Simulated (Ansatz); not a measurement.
Isomers of CH₉NSi₂, relaxed with PBE0-D4/def2-TZVP in Ansatz; electronic energies, one conformer each and not always the lowest. Functionals use def2-TZVPP; CBS adds triple-zeta CCSD(T) − MP2 to the MP2 limit of def2-TZVPP and def2-QZVPP.

(1) Order them by energy at frozen-core CCSD(T)/CBS, lowest first. (Estimate.)
A. `C[SiH2]N[SiH3]`
B. `NC([SiH3])[SiH3]`
C. `[SiH3]CN[SiH3]`
D. `CN[SiH2][SiH3]`
E. `CN([SiH3])[SiH3]`

(2) How do PBE0-D4, B2PLYP, B3LYP, PBE-D4 place them (kJ/mol, against `C[SiH2]N[SiH3]`)? (An estimate is asked.)

Answers

(1) A (0.0 kJ/mol), E (88.0 kJ/mol), D (146.6 kJ/mol), C (156.5 kJ/mol), B (208.4 kJ/mol).

(2) Computed: 
```csv
isomer,PBE0-D4,B2PLYP,B3LYP,PBE-D4
`CN[SiH2][SiH3]`,129.2,145.6,137.8,120.7
`NC([SiH3])[SiH3]`,196.3,211.2,207.8,186.4
`[SiH3]CN[SiH3]`,148.8,154.3,149.9,143.1
`CN([SiH3])[SiH3]`,86.9,87.6,87.9,84.8
```

B3LYP here is the variant with VWN-RPA as its local correlation; programs differ in this.
